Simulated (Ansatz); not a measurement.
**Ligand exchange: C5H12 + GeH2(CH3)(SH) → C4H10S + GeH2(CH3)2**

Species: C5H12 (neopentane) `CC(C)(C)C`, singlet; GeH2(CH3)(SH), singlet; C4H10S (2-methyl-2-propanethiol) `CC(C)(C)S`, singlet; GeH2(CH3)2, singlet. The partners trade CH3 for SH: C–CH3 and Ge–SH bonds give way to C–SH and Ge–CH3.

Shapes, held fixed at every level: PBE0-D4/def2-TZVP. Flexible molecules stand in one conformer, not always the lowest. Programs: Ansatz 0.2.0. Electronic energies: no zero-point or thermal term.

Task: Estimate ΔE of this reaction.

Result: The highest level, CCSD(T)/def2-TZVPP, gives ΔE = +66.0 kJ/mol; the levels span +65.2 to +80.9. The column of differences is taken from that level and isn't an error. No measured value is set beside it here. Relativity is left out for Ge unless named. Correlated rows may include outer-core shells of Ge, which these sets cover unevenly.

```json
{"level": "HF/def2-SVP", "kind": "Hartree–Fock", "ΔE (kJ/mol)": "+80.9", "less CCSD(T)/def2-TZVPP": "+14.9"}
{"level": "HF/def2-TZVPP", "kind": "Hartree–Fock", "ΔE (kJ/mol)": "+77.9", "less CCSD(T)/def2-TZVPP": "+11.9"}
{"level": "SPW92/def2-TZVPP", "kind": "LDA", "ΔE (kJ/mol)": "+65.2", "less CCSD(T)/def2-TZVPP": "-0.8"}
{"level": "PBE-D4/def2-TZVPP", "kind": "GGA", "ΔE (kJ/mol)": "+65.3", "less CCSD(T)/def2-TZVPP": "-0.7"}
{"level": "BHLYP-D4/def2-TZVPP", "kind": "global hybrid", "ΔE (kJ/mol)": "+71.8", "less CCSD(T)/def2-TZVPP": "+5.8"}
{"level": "MP2/def2-SVP", "kind": "perturbation theory", "ΔE (kJ/mol)": "+70.8", "less CCSD(T)/def2-TZVPP": "+4.8"}
{"level": "CCSD/def2-TZVPP", "kind": "coupled cluster or CI", "ΔE (kJ/mol)": "+68.1", "less CCSD(T)/def2-TZVPP": "+2.1"}
{"level": "CCSD(T)/def2-TZVPP", "kind": "coupled cluster or CI", "ΔE (kJ/mol)": "+66.0", "less CCSD(T)/def2-TZVPP": "0.0"}
```
